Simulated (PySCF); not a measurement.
1-bromo-2-chloropropane, C₃H₆BrCl, SMILES C[C@H](Cl)CBr, point group C1.

Level: PBE0/pcSseg-1 in PySCF (density fitting, grid level 2); geometry and Hessian at that level, cubic constants and property derivatives from steps of ±0.6 along each species' dimensionless normal coordinates, second-order vibrational perturbation theory. The parent has the commonest isotopes.

Equilibrium geometry (Å):

```csv
atom,x,y,z
C1,1.2320,-0.3980,0.2170
C2,0.1282,0.4515,-0.3660
Cl3,0.3541,2.1808,0.1430
C4,-1.2703,0.0672,0.0682
Br5,-1.7632,-1.6857,-0.6274
H6,2.2102,-0.0418,-0.1174
H7,1.2074,-0.3706,1.3118
H8,1.1082,-1.4364,-0.1100
H9,0.1814,0.4703,-1.4583
H10,-1.3531,0.0094,1.1557
H11,-2.0133,0.7639,-0.3206
```

Q: Give the equilibrium and ground-state rotational constants (MHz) of parent; ²H at 9.

A: 
| species | Ae | Be | Ce | A0 | B0 | C0 | Δ0 (u Å²) | harmonic ZPE (cm⁻¹) |
| --- | --- | --- | --- | --- | --- | --- | --- | --- |
| parent | 6780.7 | 934.26 | 846.49 | 6708.5 | 929.11 | 841.29 | -18.559 | 18843 |
| ²H at 9 | 6603.2 | 929.18 | 844.97 | 6532.6 | 924.13 | 839.85 | -22.483 | 18079 |

Δ0 = Ic − Ia − Ib from the ground-state constants.

Q: How is the parent's vibrational correction B0 − Be made up?

A: 
```csv
axis,harmonic,Coriolis,cubic,total (MHz)
a,11.6,-8.88,-75,-72.2
b,0.609,-0.24,-5.52,-5.15
c,0.289,-0.139,-5.34,-5.19
```

Q: And its quartic centrifugal distortion constants from the harmonic force field?

A: Asymmetric top, A reduction, Ir representation: ΔJ = 0.0525 kHz, ΔJK = 0.684 kHz, ΔK = 10.2 kHz, δJ = 0.00469 kHz, δK = 0.412 kHz.

Q: Which nuclear quadrupole couplings χaa, χbb, χcc (MHz) does the parent show, at equilibrium and averaged?

A: 35Cl at 3: -53.6, 19.2, 34.4 and -53.3, 19.0, 34.2; 79Br at 5: 475.3, -227.0, -248.3 and 473.2, -227.0, -246.2.

A mode lies under 250 cm⁻¹, where this perturbation treatment is rough. Internal rotors are held in one well.
